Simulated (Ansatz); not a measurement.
Correlation energies of CH5BrFGaOSi, SMILES `FC([SiH3])[O][GaH][Br]` by basis set

```
atom   x (Å)   y (Å)   z (Å)
  F1  -0.512   1.290  -0.275
  C2  -0.039   0.316   0.778
 Si3   1.774  -0.120   0.327
  O4  -0.904  -0.707   0.687
 Ga5  -2.006  -0.222  -0.720
 Br6  -1.368  -1.126  -2.719
  H7  -0.159   0.908   1.696
  H8   1.776  -0.740  -1.018
  H9   2.252  -1.074   1.358
 H10   2.601   1.113   0.355
 H11  -3.415   0.363  -0.470
```

Total charge 0; spin multiplicity 1. Correlated methods include outer-core shells of Br, Ga, which these sets cover unevenly. Scalar relativity is left out up to krypton. The geometry is a stationary point of PBE0-D4/def2-TZVP. It is one conformer, not always the lowest. Frozen core, restricted reference, the Gaussian-basis code of Ansatz.

| basis | HF (Eh) | MP2 corr. | CCSD corr. | (T) | CCSD(T) total |
| --- | --- | --- | --- | --- | --- |
| def2-SVP | -4998.92461 | ? | -1.07313 | ? | ? |
| def2-TZVPP | -4999.85397 | -1.27262 | -1.30293 | ? | ? |
| def2-QZVPP | ? | -1.90091 | – | – | – |

Q: Fill in the withheld values. (An estimate is asked.)

A: Computed: def2-SVP MP2 corr.: -1.04236; def2-SVP (T): -0.02856; def2-SVP CCSD(T) total: -5000.02630; def2-TZVPP (T): -0.04891; def2-TZVPP CCSD(T) total: -5001.20581; def2-QZVPP HF (Eh): -4999.96201.
